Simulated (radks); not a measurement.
Cl I, 17 electrons, occupied as [Ne] 3s2 3p5 (the NIST ground configuration). All-electron calculation, Dirac Kohn-Sham, PBE, spin-unpolarised, spherical densities, point nucleus; open shells fill j = l - 1/2 first. Program: a radial shooting solver on a logarithmic mesh with Libxc functionals.

Spin-orbit splittings of the eigenvalues, e(l+1/2) - e(l-1/2), with zeta = 2 splitting/(2l+1) and mean radii in bohr:

| shell | occ. | splitting (eV) | zeta (eV) | <r> j=l-1/2 | <r> j=l+1/2 |
|---|---|---|---|---|---|
| 2p | 6 | 1.697 | 1.131 | 0.4053 | 0.4077 |
| 3p | 5 | ? | ? | 1.837 | 1.847 |

Estimate the 3p splitting.

Answer. 0.1238 eV (zeta = 0.08252 eV).
